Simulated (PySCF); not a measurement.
Excitations are Tamm–Dancoff values on a coarser integration grid. The basis has no diffuse functions, so Rydberg states are missing or too high.

H₄AlN, SMILES `[NH2][AlH2]` (H–N–Al–H torsion 180°) (charge 0, multiplicity 1)

All values below come from r2SCAN-D4/def2-TZVP run with PySCF.

| Item | Result |
|---|---|
| HOMO | -6.48 eV |
| dipole moment | 1.36 D |
| LUMO | -1.01 eV |
| HOMO–LUMO gap | 5.47 eV |
| S1 excitation (TDA) | 6.14 eV |
| S1 oscillator strength | 0.104 |
| brightest of the four lowest singlets (TDA) | 6.14 eV |
| T1 excitation (TDA) | 4.76 eV |
| S1–T1 gap (TDA) | 1.38 eV |
| total energy | -299.5768 Ha |
| cost | around 4 core-minutes (rough) |

```xyz
6

N     -0.9313    -0.0923     0.0344
Al     0.8267     0.0818    -0.0305
H     -1.4207    -0.9288     0.3135
H     -1.5937     0.6304    -0.2023
H      1.4123     1.4758    -0.4966
H      1.7067    -1.1668     0.3814
```
